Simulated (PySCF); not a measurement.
Excitations are Tamm–Dancoff values on a coarser integration grid. The basis has no diffuse functions, so Rydberg states are missing or too high.

**F₃In, SMILES `[F][In]([F])[F]` (charge 0, multiplicity 1)**

Level of theory: PBE-D3(BJ)/def2-TZVP // M06-2X/def2-TZVP run with PySCF.

```yaml
HOMO: -9.18 eV
dipole_moment: 0.01 D
HOMO–LUMO gap: 4.81 eV
LUMO: -4.37 eV
S1 excitation (TDA): 5.08 eV
S1 oscillator strength: 0.000
T1 excitation (TDA): 4.57 eV
S1–T1 gap (TDA): 0.51 eV
total_energy: -489.6044 Ha
cost: roughly 28 core-seconds
```

Bond lengths (Å): F1–In2 1.920, In2–F3 1.920, In2–F4 1.920. Angles (°): F1–In2–F3 119.8, F1–In2–F4 120.1, F3–In2–F4 120.1.
